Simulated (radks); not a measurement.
Charge is removed step by step from the 5s down level of neutral thulium, starting from [Kr] 4d10 4f13 5s(up 1, down 1) 5p6 6s2. All-electron calculation, non-relativistic Kohn-Sham, r2SCAN, spin-polarised, spherical densities, point nucleus; open shells are filled with parallel spins first (spin-orbit coupling, left out, can overturn this in heavy ions); meta-GGA in the generalised Kohn-Sham scheme; relativity is left out, which matters for an element this heavy. Program: a radial shooting solver on a logarithmic mesh with Libxc functionals.

removed (e),E - E(0) (eV),eigenvalue (eV),E minus straight line (eV)
0,0.000,-46.170,0.000
0.25,11.874,-48.839,-1.035
0.5,24.427,-51.594,-1.392
0.75,37.677,-54.414,-1.052
1,51.638,-57.288,0.000

Removing the whole electron costs 51.638 eV by Delta-SCF, against 46.170 eV from minus the eigenvalue at the starting occupation. Slater's transition state (half an electron removed) gives 51.594 eV. Integrating minus the eigenvalue over the occupation (Janak's theorem) gives 51.638 eV. The mean slope of the eigenvalue, de/dn, is 11.1 eV per electron.
